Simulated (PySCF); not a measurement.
C3H11NSi2. Atoms are numbered in the order given.

```xyz
17

C     -1.2382    -1.8083    -0.0714
C     -0.6555    -0.5881     0.0285
Si    -1.7331     0.7726     0.7937
N      0.6444    -0.3187    -0.4205
C      1.3771    -1.4208    -1.0293
Si     1.5556     1.1442    -0.0703
H     -2.2617    -1.9573     0.2734
H     -0.7371    -2.6831    -0.4907
H     -1.9876     1.8881    -0.1636
H     -3.0279     0.1451     1.1728
H     -1.0955     1.3514     2.0134
H      0.8287    -1.8248    -1.8984
H      2.3598    -1.0741    -1.3812
H      1.5404    -2.2519    -0.3185
H      0.5981     2.2594     0.1401
H      2.4336     1.4262    -1.2399
H      2.4239     1.0197     1.1406
```
Charge 0, spin multiplicity 1.

Coordinates come from a B3LYP-D3(BJ)/def2-SVP optimisation. This is a generated structure with no PubChem entry under its InChIKey; it may be hypothetical. Other conformers were not sampled.

Calculation: B3LYP/pcSseg-1 run with PySCF.

GIAO shieldings, no solvent; atoms listed in one row are averaged. δ = σ(ref) − σ: ¹³C against TMS (σ = 181.3 ppm); ²⁹Si against TMS (σ = 338.7 ppm); ¹⁵N against NH3 (σ = 265.5 ppm); ¹H against TMS (σ = 31.68 ppm), references at their B3LYP-D3(BJ)/def2-TZVP geometries, non-relativistic.

**Question.** Estimate the chemical shifts. (Estimate from the structure and the level; the computed values follow.)

**Answer.** 
```
nucleus          atoms  count  δ (ppm)
-------  -------------  -----  -------
¹³C                 C2      1    156.6
¹³C                 C1      1    107.9
¹³C                 C5      1     39.7
²⁹Si               Si6      1    -47.9
²⁹Si               Si3      1    -63.3
¹⁵N                 N4      1     84.2
¹H       H15, H16, H17      3     5.04
¹H                  H7      1     4.86
¹H                  H8      1     4.71
¹H        H9, H10, H11      3     4.52
¹H       H12, H13, H14      3     3.01
```
